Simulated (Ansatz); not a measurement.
BeH2, SMILES [BeH2] (connectivity only; charge and spin as stated), charge +1, multiplicity 2.

Geometry: PBE0-D3(BJ)/def2-TZVPD. The geometry has at least one imaginary mode, so it is a saddle point at that level. The multiplicity is an assumed one; other spin states were not compared. The isomer is the one that the SMILES or the coordinates give; other isomers of the formula were not compared.

Two levels are set side by side: PBE/def2-TZVPD (Ansatz, a first-principles code) and PBE0/def2-TZVPD (Ansatz). Energy differences of separate SCF runs at the same geometry; the states with an electron removed or added have multiplicity 3 and 1. Differences are taken from unrounded values.

```tsv
quantity	PBE0
vertical ionisation energy (eV)	19.59
vertical electron affinity (eV)	11.32
```

Task: What does PBE give, and how far is it from PBE0? (An estimate is asked for; the answer gives what the named calculation found.)

Result: 
| quantity | PBE | PBE minus PBE0 |
|---|---|---|
| vertical ionisation energy (eV) | 19.76 | 0.18 |
| vertical electron affinity (eV) | 11.16 | -0.16 |

Here PBE gives about what the other level gives.
